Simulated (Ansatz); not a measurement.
Question: Predict a relaxed structure of BeI₂, charge 0, singlet, at PBE-D4/def2-TZVP (Ansatz).

Answer: 
```xyz
3

Be    0.000    0.000    0.000
I     1.828   -0.326    1.121
I    -1.828    0.326   -1.121
```
Point group D∞h (tolerance 0.1 Å). This is one stationary point.

In the def2 sets I takes a core potential; there is no spin–orbit coupling.
